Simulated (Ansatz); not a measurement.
**Worked example: vertical ionisation energy of HBr (hydrogen bromide)**

HBr: 2 atoms, total charge 0, spin state singlet. SMILES: `Br`. Geometry: relaxed at GFN2-xTB.

```xyz
2

Br   -0.5949    0.2150   -0.3008
H     0.5949   -0.2150    0.3008
```

Both states at this one shape; open shells run unrestricted unless said. 1 Eh = 27.2114 eV.

| level | program | singlet HBr (Eh) | doublet HBr+ (Eh) |
| --- | --- | --- | --- |
| B3LYP/STO-3G | Ansatz | -2546.572324 | -2546.208407 |
| BHLYP/STO-3G | Ansatz | -2546.697773 | -2546.337722 |
| r2SCAN0/STO-3G | Ansatz | -2546.744766 | -2546.378004 |
| CCSDTQ/STO-3G, 9 core orbitals frozen | Ansatz | -2545.247733 | -2544.921859 |

Work out the vertical ionisation energy at each level.


1. B3LYP/STO-3G: -2546.208407 − (-2546.572324) = 0.363917 Eh = 9.90 eV.
2. BHLYP/STO-3G: -2546.337722 − (-2546.697773) = 0.360051 Eh = 9.80 eV.
3. r2SCAN0/STO-3G: -2546.378004 − (-2546.744766) = 0.366762 Eh = 9.98 eV.
4. CCSDTQ/STO-3G: -2544.921859 − (-2545.247733) = 0.325874 Eh = 8.87 eV.

No measured value is set beside it here; the levels span 8.87 to 9.98 eV. Spin-orbit coupling, which splits open shells on such heavy atoms by tenths of an eV, is left out. Minimal sets are far from the basis-set limit. All-electron rows are non-relativistic unless named.
